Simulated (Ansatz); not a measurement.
Consider the atomization: `FCOBO[SiH3]` → B• + C• + F• + 6 H• + 2 O• + Si•.

Gas-phase electronic energies from Ansatz, PBE0-D4/def2-TZVP geometries. CBS: MP2 limit from def2 TZ/QZ plus the TZ coupled-cluster correction, frozen cores. This one scheme is used for every species, atoms too. Open shells (•) are unrestricted, without spin–orbit coupling. Spin–orbit coupling would lower the free atoms: a little for B, C, F, O, Si. One conformer a species, not always the lowest.

`FCOBO[SiH3]`:

Cartesian coordinates in Å:
```
F 2.692 -0.730 -0.730
C 1.597 -1.447 -0.332
O 0.506 -0.605 -0.245
B 0.178 -0.002 0.940
O -0.842 0.876 0.958
Si -1.814 1.439 -0.264
H 1.832 -1.901 0.636
H 1.394 -2.200 -1.095
H 0.777 -0.268 1.943
H -2.737 2.416 0.357
H -0.997 2.101 -1.309
H -2.587 0.320 -0.858
```

| species | CCSD(T)/CBS(def2) energy (Eh) |
| --- | --- |
| `FCOBO[SiH3]` | -605.79678 |
| B• | -24.60433 |
| C• | -37.79194 |
| F• | -99.66871 |
| H• | -0.50000 |
| O• | -75.00631 |
| Si• | -288.94402 |

(1) Work out ΔE.

Largest T1 diagnostic among the species: 0.014.

Results:

(1) ΔE = 6 × (-0.50000) + 2 × (-75.00631) + (-24.60433) + (-37.79194) + (-99.66871) + (-288.94402) − (-605.79678) = 1.77516 Eh = +4660.7 kJ/mol.

From r2SCAN to r2SCAN0 (25 % exact exchange), in def2-TZVPP and without D4, ΔE moves by −87.2 kJ/mol: exact exchange takes away binding that semilocal exchange gives to molecules. At CCSD(T), def2-SVP lies −249.5 kJ/mol from the extrapolated value and def2-TZVPP −118.8 kJ/mol: correlation converges slowly with the basis, and small sets miss more of it in the bonded molecule than in its fragments. The D4 term adds +34.0 kJ/mol with B3LYP and +18.0 kJ/mol with PBE0; it sums over pairs of atoms, weighted by their polarisabilities, and B3LYP, whose exchange is more repulsive, gets the larger term.

B3LYP here is the variant with VWN-RPA as its local correlation; programs differ in this.

For atomizations the MP2-based limit and the directly extrapolated one differ by several kJ/mol either way, and by 10 to 25 for some Ge, Se and Sn compounds, so smaller differences from it don't rank the levels.
